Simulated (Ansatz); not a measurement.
Isolated molecules relaxed with PBE0-D4/def2-TZVP in Ansatz; ΔE leaves out vibrations. CCSD(T)/CBS is the MP2 limit (def2-TZVPP, def2-QZVPP) plus CCSD(T) − MP2 in def2-TZVPP, frozen cores. This one scheme is used for every species. DFT in def2-TZVPP. For Se outer-core shells are correlated without core-valence functions, which leaves a few kJ/mol of doubt a bond. Scalar relativity is left out up to krypton. One conformer a species, not always the lowest.

Consider the ligand exchange at a B–F bond: `FB[SeH]` + HCl → `ClB[SeH]` + H–F.

```
   species  LC-ωPBE energy (Eh)
 `FB[SeH]`          -2527.16750
       HCl           -460.69673
`ClB[SeH]`          -2887.40559
       H–F           -100.44042
```

Q: Work out ΔE.

A: ΔE = (-2887.40559) + (-100.44042) − (-2527.16750) − (-460.69673) = 0.01822 Eh = +47.8 kJ/mol. CCSD(T)/CBS gives +39.2 kJ/mol.

Largest T1 diagnostic among the species: 0.012.

Leaving LDA and LC-ωPBE aside and taking each functional with its dispersion term where it has one, the values, not all of them listed here, spread over 17.7 kJ/mol, from revPBE-D4 to CAM-B3LYP-D4. In def2-TZVPP, CCSD(T) changes the Hartree–Fock value by −17.5 kJ/mol (the triples alone add −3.1 kJ/mol) and MP2 by −25.0 kJ/mol.
